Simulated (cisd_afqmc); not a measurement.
Input (AFQMC/CISD/def2-QZVPPD; cisd_afqmc is a phaseless AFQMC code with CISD trial states that reads the integrals written by Ansatz): A basis named .json is the Basis Set Exchange file of that set.

Ansatz 0.2 input:
```python
import cisd_afqmc

open("ham.yaml", "w").write("""\
crystal:
  periodic: [false, false, false]
  atoms:
    - {symbol: Bi, position_ang: [0.00000000, 0.00000000, 0.00000000]}
basis:
  gaussian:
    orbitals: def2-QZVPPD.json
magnetization: {spin_polarized: true, initial_magnetization: 3}
correlation: {method: ccsd, electrons: outside_noble_gas, hamiltonian_folder: ham}
scf: {lower_state_search: full}
""")
rep = cisd_afqmc.ansatz("ham.yaml")
e_ccsd = rep["correlation"]["coupled_cluster"]["energy"]["hartree"]
out = cisd_afqmc.run("ham", e_ccsd, trial="CISD", walkers=100, populations=8, threads=8, dt=0.005, steps=40, early=36, settle=10, least=32,
    cut=5e-5, rank_cut=2e-4, target=0.0004, seconds=1500, seed=1, memory=12960, gpu=False)
```

Output:

```
orbitals 79, occupied [4, 1], factors 412 of 542, rank of the doubles 152 of 378
E(HF) = -213.594510
E(CCSD) on the cut factors = -213.659418, shift to the whole factors 0.000001
Energy of the trial state on the determinant = -213.659344
  tau behind 10.8 of longer steps, mean of the populations' last blocks
   2.0  -213.66206
   4.0  -213.66198
   6.0  -213.66192
   8.0  -213.66201
blocks 287 (0 outliers left out), error by blocks joined: 1: 0.00003, 2: 0.00004, 4: 0.00005, 8: 0.00006, 16: 0.00007
E(AFQMC/CISD) = -213.66196 +/- 0.00007
```

The error still grows at the longest joins of blocks, or few joins were possible, so the printed bar may be too narrow.
